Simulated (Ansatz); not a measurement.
Relaxation of C2H7NTe (11 atoms, charge 0, multiplicity 1), to a largest force component of 0.015 eV/Å in at most 40 steps.

Level of theory: Ansatz, RKS B3LYP-D4/def2-SVP.

```xyz
11
Properties=species:S:1:pos:R:3:forces:R:3
C -0.949 0.978 0.043 -2.32 2.55 -0.87
C -0.110 -0.195 0.265 1.69 0.24 0.65
N 1.258 0.222 0.353 1.72 -1.59 1.64
Te -0.287 -1.602 -1.339 -0.47 -1.52 -0.85
H -0.729 1.512 -0.944 -0.06 -0.54 0.98
H -0.875 1.765 0.861 0.26 -0.87 -0.68
H -2.035 0.710 -0.007 0.46 0.08 -0.01
H -0.375 -0.664 1.209 -0.20 -0.45 0.24
H 1.614 0.566 -0.531 0.05 0.04 -0.28
H 1.862 -0.623 0.626 -0.90 1.72 -0.59
H 0.692 -2.728 -0.515 -0.25 0.32 -0.24
```

Q: Where does it end, and by what steps?

A: The forces met the threshold. After 6 steps the energy has fallen by 0.426 eV; Te4 moved furthest, 0.21 Å.

```json
{"step": "0", "energy less start (eV)": "0.0000", "largest force component (eV/Å)": "2.554", "accepted": "yes"}
{"step": "1", "energy less start (eV)": "-0.3722", "largest force component (eV/Å)": "1.048", "accepted": "yes"}
{"step": "2", "energy less start (eV)": "-0.4060", "largest force component (eV/Å)": "0.502", "accepted": "yes"}
{"step": "3", "energy less start (eV)": "-0.4174", "largest force component (eV/Å)": "0.377", "accepted": "yes"}
{"step": "4", "energy less start (eV)": "-0.4228", "largest force component (eV/Å)": "0.162", "accepted": "yes"}
{"step": "5", "energy less start (eV)": "-0.4251", "largest force component (eV/Å)": "0.091", "accepted": "yes"}
{"step": "6", "energy less start (eV)": "-0.4258", "largest force component (eV/Å)": "0.014", "accepted": "yes"}
```

```xyz
11
Properties=species:S:1:pos:R:3
C -0.974 1.004 0.010
C -0.045 -0.164 0.294
N 1.306 0.242 0.420
Te -0.453 -1.734 -1.342
H -0.730 1.488 -0.951
H -0.857 1.760 0.804
H -2.025 0.683 -0.024
H -0.357 -0.705 1.197
H 1.658 0.700 -0.421
H 1.934 -0.525 0.651
H 0.609 -2.806 -0.617
```

The run took 18 s on 2 threads of Intel(R) Xeon(R) 6975P-C (Granite Rapids), on a shared host, peak memory 0.26 GiB.
